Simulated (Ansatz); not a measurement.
Stepwise reaction of `BOC(C)=O` with hydrogen fluoride, as a gas-phase model of exchange steps in deposition or etching. ΔE in kJ/mol; ΔG adds harmonic PBE0-D4 terms to CCSD(T)/CBS, at 1 bar.

Gas-phase electronic energies from Ansatz, PBE0-D4/def2-TZVP geometries. CCSD(T)/CBS adds triple-zeta CCSD(T) − MP2 to the extrapolated MP2 energy (def2 sets, frozen cores). This one scheme is used for every species. DFT in def2-TZVPP. B3LYP here is the variant with VWN-RPA as its local correlation; programs differ in this. Each species was taken in one conformer, which may not be the lowest.

```
step                                 reaction  PBE-D4  B3LYP-D4  ωB97M-V  CCSD(T)/CBS  ΔG(600 K)
   2  `CC(=O)OBF` + H–F → `CC(=O)OB(F)F` + H₂  -112.2    -116.4   -116.0       -108.2     -107.2
```

**Question.** Give the row of step 1, `BOC(C)=O` + H–F → `CC(=O)OBF` + H₂. (An estimate is asked.)

**Answer.** The calculation gave: 
```tsv
step	reaction	PBE-D4	B3LYP-D4	ωB97M-V	CCSD(T)/CBS	ΔG(600 K)
1	`BOC(C)=O` + H–F → `CC(=O)OBF` + H₂	-133.5	-135.9	-136.0	-127.8	-127.2
```

**Question.** By hand: ΔE of the 2 steps together at CCSD(T)/CBS.

**Answer.** (-127.8) + (-108.2) = -236.0 kJ/mol, or -118.0 kJ/mol a step.

In ΔE each step is higher than the one before. All are downhill at CCSD(T)/CBS. ΔG lies between -127.2 and -107.2 kJ/mol a step. PBE-D4 differs from CCSD(T)/CBS by -5.7 to -4.0 kJ/mol a step. Isolated molecules leave out the surface, adducts and barriers. Largest T1 diagnostic: 0.015.
